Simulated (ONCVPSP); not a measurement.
## Before and after: ONCV potential for gadolinium (Gd)

```json
{
 "Element": "gadolinium (Gd)",
 "Generator": "ONCVPSP 4.0.1",
 "Type": "optimised norm-conserving Vanderbilt (ONCV)",
 "Functional": "PBE",
 "Relativity": "scalar-relativistic",
 "Frozen core": "[Kr] 4d10",
 "Valence charge": "18",
 "Reference configuration": "4f7 5s2 5p6 5d1 6s1 (charge +1)",
 "Partial waves": "5s+6s: rc 2.45 bohr, ncon 3, nbas 6, qcut 5.7 1/bohr, 2 projectors; 5p: rc 1.75 bohr, ncon 3, nbas 7, qcut 4.1 1/bohr, 3 projectors, debl 1.3 Ha; 5d: rc 2.80 bohr, ncon 4, nbas 8, qcut 4.6 1/bohr, 1 projector; 4f: rc 1.25 bohr, ncon 3, nbas 8, qcut 14.5 1/bohr, 1 projector",
 "Local potential": "polynomial inside 0.95 bohr (lpopt 5, dvloc0 -1 Ha)",
 "Core correction": "polynomial model core, fcfact 0.6"
}
```

All-electron outer shells of the reference configuration (PBE, scalar-relativistic, ld1.x):

```csv
shell,level (eV),outermost node (bohr),outermost maximum (bohr)
4d,-154.06,0.27,0.56
5s,-56.08,0.65,1.20
5p,-33.60,0.70,1.35
4f,-15.03,–,0.56
6s,-9.28,1.60,3.21
5d,-8.40,0.79,1.92
```

Change: local potential polynomial inside 0.95 bohr (lpopt 5, dvloc0 1.5 Ha).

Cutoffs: the cutoffs (Ha) at which the residual kinetic energy of the hardest occupied pseudo-wave falls to 1 and 0.1 mHa per electron; they do not see the model core or the augmentation charge, which bear on the density cutoff. Errors are all-electron minus pseudo energies relative to the spin-unpolarised reference configuration.

Q: What does the change do?

A: The potential gets neither clearly harder nor softer (84 Ha and 92 Ha → 84 Ha and 92 Ha); both files keep a bound ghost (s); the lowest positive-energy flag moves from d at 58.1 eV to p at 202.0 eV; the errors of the 3 common tests hardly move.

```tsv
quantity	base	changed
cutoff, loose	84 Ha	84 Ha
cutoff, tight	92 Ha	92 Ha
bound ghosts	s	s
GHOST(+) flags under 300 eV	d at 58.1 eV, p at 166.6 eV	p at 202.0 eV
tests counted as reliable (solved cleanly; for ONCVPSP, near-neutral configurations with less than one 5d electron left out)	3 of 4	3 of 4
error for 4f7 5s2 5p6 5d1 6s2, meV [ΔE -6.65 eV]	+1.2	+1.2
error for 4f7 5s2 5p6 5d1 6s0, meV [ΔE 12.10 eV]	-4.1	-4.2
error for 4f7 5s2 5p6 5d0 6s0, meV [ΔE 31.93 eV]	-2.6	-2.6
s: phases at 2.48 bohr within 0.05 rad from the reference energy up to (Ha; the scan ends near 5)	3.2	3.3
p: phases at 1.78 bohr within 0.05 rad from the reference energy up to (Ha; the scan ends near 5)	to the end of the scan	to the end of the scan
d: phases at 2.83 bohr within 0.05 rad from the reference energy up to (Ha; the scan ends near 5)	0.8	0.8
f: phases at 1.27 bohr within 0.05 rad from the reference energy up to (Ha; the scan ends near 5)	1.6	1.6
rms error of d²Exc/dni dnj with the model core, mHa	1.89	1.89
```

Base: Tests not counted: 4f7 5s2 5p6 5d0 6s2 (all-electron energy unsafe for a near-neutral lanthanide with less than one 5d electron, printed error -7.0 meV). Changed file: Tests not counted: 4f7 5s2 5p6 5d0 6s2 (all-electron energy unsafe for a near-neutral lanthanide with less than one 5d electron, printed error -7.1 meV). A true bound ghost makes a file unfit for plane-wave use even where its test errors are small: the radial tests pick states by their node count and pass the ghost by.
